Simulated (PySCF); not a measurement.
Au(CO) (CAuO), SMILES [O+]#[C-]->[Au+], charge +1, multiplicity 1. Geometry optimised at PBE-D3(BJ)/def2-TZVP. The spin state was assumed, not searched. The isomer is the one that the SMILES or the coordinates give; other isomers of the formula were not compared. The def2 effective core potentials stand for the cores of Au; spin–orbit coupling is left out.

Computed equilibrium geometry at PBE-D3(BJ)/def2-TZVP (PySCF confirms it by a frequency run) as Cartesian coordinates in Å, and its point group:
point group C∞v.
```xyz
3

Au     0.0000     0.0000     0.3837
O      0.0000     0.0000    -2.6491
C      0.0000     0.0000    -1.5197
```
Charge +1, spin multiplicity 1.
